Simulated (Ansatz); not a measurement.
System: GeN2H5, charge 0, doublet. GeN2H5 (SMILES [NH2][GeH][NH2], doublet).
B3LYP-D3(BJ)/def2-TZVP minimum from Ansatz (a quantum-chemistry and plane-wave program):
```
Ge
N 1 1.8516
H 2 1.0110 1 116.89
H 2 1.0117 3 109.89 1 -133.77
N 1 1.8567 2 100.78 3 174.82
H 5 1.0102 1 115.66 2 178.60
H 5 1.0131 6 109.76 1 -131.29
H 1 1.5777 2 103.96 3 54.97
```
Charge 0, spin multiplicity 2.

Total energies in cc-pVDZ, 19 correlated electrons, 16 frozen orbitals. Open shells are spin-unrestricted; no spin-orbit coupling. Cores are frozen in correlated methods (noble-gas shells, and filled d and f shells in the p block). No relativity.

```json
[
 {"method": "HF", "program": "Ansatz", "energy (Eh)": "-2187.13508", "minus CCSDT(Q) (mEh)": "478.00"},
 {"method": "MP2", "program": "Ansatz", "energy (Eh)": "-2187.56504", "minus CCSDT(Q) (mEh)": "48.05"},
 {"method": "CCSD", "program": "Ansatz", "energy (Eh)": "-2187.59873", "minus CCSDT(Q) (mEh)": "14.36"},
 {"method": "CCSD(T)", "program": "Ansatz", "energy (Eh)": "-2187.61096", "minus CCSDT(Q) (mEh)": "2.12"},
 {"method": "CCSDT(Q)", "program": "Ansatz", "energy (Eh)": "-2187.61308", "minus CCSDT(Q) (mEh)": "0.00"}
]
```

Rough core times of Ansatz's runs on a shared machine: CCSD(T) 30 s, CCSDT(Q) 30 min.
